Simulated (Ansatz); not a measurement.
`C=CCN[SiH2]Cl`, relaxed with RKS PBE0-D4/def2-TZVP in Ansatz from a GFN2-xTB geometry. The force threshold is 0.005 eV/Å; the program also tests the step.

The species carries charge 0 and has multiplicity 1.

Start:

```xyz
14

C    -1.647    1.769    0.864
C    -0.529    1.162    0.514
C    -0.204   -0.269    0.826
N     0.044   -1.044   -0.372
Si    1.572   -1.151   -1.136
Cl    1.271   -2.365   -2.715
H    -1.846    2.795    0.606
H    -2.408    1.266    1.439
H     0.224    1.676   -0.070
H    -1.024   -0.725    1.389
H     0.702   -0.311    1.438
H    -0.788   -1.126   -0.940
H     2.145    0.095   -1.660
H     2.489   -1.773   -0.185
```

```json
{"step": "1", "energy (eV)": "-25122.4572", "largest force (eV/Å)": "0.731", "largest move (Å)": "0.000"}
{"step": "2", "energy (eV)": "-25122.5040", "largest force (eV/Å)": "0.192", "largest move (Å)": "0.094"}
{"step": "3", "energy (eV)": "-25122.5090", "largest force (eV/Å)": "0.160", "largest move (Å)": "0.041"}
{"step": "4", "energy (eV)": "-25122.5144", "largest force (eV/Å)": "0.180", "largest move (Å)": "0.100"}
{"step": "5", "energy (eV)": "-25122.5177", "largest force (eV/Å)": "0.101", "largest move (Å)": "0.041"}
{"step": "6", "energy (eV)": "-25122.5207", "largest force (eV/Å)": "0.083", "largest move (Å)": "0.052"}
{"step": "7", "energy (eV)": "-25122.5242", "largest force (eV/Å)": "0.128", "largest move (Å)": "0.151"}
{"step": "8", "energy (eV)": "-25122.5272", "largest force (eV/Å)": "0.131", "largest move (Å)": "0.039"}
{"step": "9", "energy (eV)": "-25122.5358", "largest force (eV/Å)": "0.111", "largest move (Å)": "0.158"}
{"step": "10", "energy (eV)": "-25122.5408", "largest force (eV/Å)": "0.246", "largest move (Å)": "0.195"}
{"step": "11", "energy (eV)": "-25122.5469", "largest force (eV/Å)": "0.251", "largest move (Å)": "0.068"}
{"step": "13", "energy (eV)": "-25122.5680", "largest force (eV/Å)": "0.435", "largest move (Å)": "0.198"}
{"step": "15", "energy (eV)": "-25122.5963", "largest force (eV/Å)": "0.376", "largest move (Å)": "0.193"}
{"step": "17", "energy (eV)": "-25122.6347", "largest force (eV/Å)": "0.239", "largest move (Å)": "0.122"}
{"step": "19", "energy (eV)": "-25122.6428", "largest force (eV/Å)": "0.049", "largest move (Å)": "0.029"}
{"step": "21", "energy (eV)": "-25122.6436", "largest force (eV/Å)": "0.029", "largest move (Å)": "0.015"}
{"step": "23", "energy (eV)": "-25122.6449", "largest force (eV/Å)": "0.062", "largest move (Å)": "0.044"}
{"step": "25", "energy (eV)": "-25122.6453", "largest force (eV/Å)": "0.028", "largest move (Å)": "0.027"}
{"step": "27 (rejected)", "energy (eV)": "-25122.6455", "largest force (eV/Å)": "0.012", "largest move (Å)": "0.006"}
{"step": "29", "energy (eV)": "-25122.6455", "largest force (eV/Å)": "0.007", "largest move (Å)": "0.006"}
{"step": "31", "energy (eV)": "-25122.6455", "largest force (eV/Å)": "0.003", "largest move (Å)": "0.004"}
```

End:

```xyz
14

C    -1.821    1.598    1.203
C    -0.601    1.267    0.808
C    -0.163   -0.133    0.527
N     0.338   -0.269   -0.831
Si    1.609   -1.300   -1.285
Cl    1.150   -3.320   -1.224
H    -2.098    2.627    1.396
H    -2.589    0.844    1.355
H     0.151    2.036    0.650
H    -0.987   -0.827    0.735
H     0.653   -0.403    1.209
H    -0.338    0.002   -1.529
H     1.973   -0.995   -2.686
H     2.723   -1.127   -0.328
```

It took 93 s on 2 threads of an AMD EPYC 7R13 on a shared host and a share of an NVIDIA H100 80 GB, with 0.88 GiB of host memory at the peak.
